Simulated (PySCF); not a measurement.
**AsH₆⁻, singlet: data card**

These are results of PBE0 in PySCF with As def2-TZVPD, H def2-TZVPD; no relativity; density-fitted integrals, not measurements.

The structure is a minimum.

```json
{"Point group": "Oh", "Bond lengths": "As–H 1.621 Å (×6)", "Bond angles": "H–As–H 90.0° (×12), H–As–H 180.0° (×3)", "Highest occupied level": "-0.52 eV", "Zero-point energy": "112.3 kJ/mol", "Lowest empty level": "3.75 eV", "Rotational symmetry number": "24", "Enthalpy at 298.15 K above 0 K": "10.81 kJ/mol", "Entropy at 298.15 K and 1 bar": "218.8 J/(mol K)", "Rotational constants": "1.592, 1.592, 1.592 cm⁻¹", "Principal quadrupole moments (Buckingham, traceless) about the centre of mass": "0.00, 0.00, 0.00 D Å", "Heat capacity Cp at 298.15 K": "48.4 J/(mol K)", "Dipole moment about the centre of mass": "0.00 D", "Principal polarisabilities": "70.0, 70.0, 70.0 bohr³"}
```

Harmonic modes (masses in u: As 74.922, H 1.008):
| symmetry | ω (cm⁻¹) | IR (km/mol, summed over degenerate members) |
| --- | --- | --- |
| t2u | 954 | 0.0 |
| t1u | 997 | 1700 |
| t2g | 1101 | 0.0 |
| eg | 1467 | 0.0 |
| t1u | 1590 | 4426 |
| a1g | 1917 | 0.0 |

In Oh the vibrations span t2u + 2t1u + t2g + eg + a1g. The a1g, eg, t2g, t2u modes carry no infrared intensity, as symmetry demands. With a centre of inversion only u modes can be infrared active and only g modes Raman active.

Charges (e); Mulliken and Löwdin values are unreliable with diffuse functions:
```json
{"atom": "As1", "Mulliken": "-1.59", "Löwdin": "-0.04", "polar tensor": "2.02", "Mayer order to As1": "–"}
{"atom": "H2,3,4,5,6,7", "Mulliken": "0.10", "Löwdin": "-0.16", "polar tensor": "-0.50", "Mayer order to As1": "0.87"}
```

Mulliken populations on As1: s 7.64, p 15.64, d 11.29, f 0.02.

Counting electrons, arsenic keeps none of its valence electrons outside its bonds, so the VSEPR class is AX6 and the expected shape is octahedral (Oh), as computed.

Only a few start shapes were tried, so a lower isomer may exist. The lowest empty level of this anion is unbound, so it and the gap depend on the basis.

The final relaxation and frequency run took 56 s on 2 threads of a shared Arm Neoverse N1 host, with 108 basis functions and 5 gradients; the process peaked at 1.8 GiB. Launch command: `OMP_NUM_THREADS=2 python axn.py task.json out`.
